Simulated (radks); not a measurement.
Task: Coherent X-ray form factor from a spherical all-electron density. Method: scalar-relativistic Kohn-Sham, PBE, spin-polarised, spherical densities, finite nucleus; Fermi nuclear charge, rms radius of each element as measured or else 0.836 A^(1/3) + 0.57 fm; computed with a radial shooting solver on a logarithmic mesh with Libxc functionals.

| sin(theta)/lambda (1/angstrom) | f0 (electrons) |
|---|---|
| 0.05 | 71.769 |
| 0.1 | 68.785 |
| 0.15 | 65.203 |
| 0.2 | 61.599 |
| 0.25 | 58.098 |
| 0.3 | 54.713 |
| 0.4 | 48.405 |
| 0.5 | 42.888 |
| 0.6 | 38.170 |
| 0.8 | 30.629 |
| 1 | 25.017 |
| 1.25 | 20.205 |
| 1.5 | 17.198 |
| 2 | 13.617 |

The species is in the configuration that NIST lists as its ground one. Which atom or ion scatters so?

Result: Neutral tantalum, [Xe] 4f14 5d3 6s2. Extrapolating in s^2 from the first two rows gives f0(0) = 72.8, near the electron count 73; among species with that count, the fall with angle is slower the higher Z, and the table is that of Z = 73; from so few rows the species is fixed only to a neighbour or two.
